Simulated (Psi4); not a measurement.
Internal rotation in SMILES N[SiH2]c1ccccc1 (C6H9NSi). Scanned: dihedral N1–Si2–C3–C4; all other coordinates were relaxed at GFN2-xTB. Points at φ and −φ are mirror images. Heavy atoms are numbered in the order of the SMILES N[SiH2]c1ccccc1, hydrogens after them in the order of the atoms that carry them; the mirror image has the same energies with the sign of each dihedral reversed.

- PBE0/def2-SVP // GFN2-xTB (Psi4)
- PBE-D3(BJ)/def2-SVP // GFN2-xTB (Psi4)

Energies relative to the lowest point of each profile, in kcal/mol:

```tsv
φ / °	PBE0/def2-SVP
-150	0.00
-120	0.51
-90	1.34
-60	0.51
-30	0.00
0	0.96
30	0.00
60	0.51
90	1.34
120	0.51
150	0.00
180	0.93
```

Estimate the PBE-D3(BJ)/def2-SVP values at these points.

-150: 0.00; -120: 0.57; -90: 1.37; -60: 0.58; -30: 0.00; 0: 0.88; 30: 0.00; 60: 0.58; 90: 1.37; 120: 0.57; 150: 0.00; 180: 0.85 (kcal/mol).
